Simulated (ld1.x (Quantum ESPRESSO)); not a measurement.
**Transferability test, RRKJ potential for beryllium (Be)**

ld1.x (Quantum ESPRESSO) 7.5 input, shortened:

```
&input
   title='Be', zed=4., rel=1, dft='PBE', iswitch=3,
   config='[He] 2s1.75 2p0.25'
 /
 &inputp
   pseudotype=2, tm=.false., rho0=0.005, lloc=-2, rcloc=2.10,
   nlcc=.true., rcore=2.20
 /
2
2S  1  0   1.75   0.00  2.15  2.15  0.0
2P  2  1   0.25   0.00  2.60  2.60  0.0
 &test
   configts(1)='2s1.75 2p0.25'
 /
```

Energies are relative to the spin-unpolarised reference configuration 2s1.75 2p0.25; without spin polarisation the order of configurations can differ from experiment. The frozen-core shift is the all-electron ΔE with the core orbitals held at their reference shape minus the fully relaxed ΔE.

Q: Give the all-electron excitation energy and the error of the potential for: 2s2 2p0; 2s1 2p0; 2s1.5 2p0; 2s0 2p2; 2s0 2p1; 2s1 2p1.

A:

```tsv
valence configuration	charge	ΔE all-electron (eV)	error AE − PS (meV)	frozen-core shift (meV)
2s2 2p0	0	-0.899	-0.2	0.0
2s1 2p0	+1	8.651	+15	+1.0
2s1.5 2p0	+0.5	2.862	+2.9	+0.1
2s0 2p2	0	6.352	-16	+1.7
2s0 2p1	+1	12.561	-39	+2.8
2s1 2p1	0	2.713	-2.3	+0.3
```
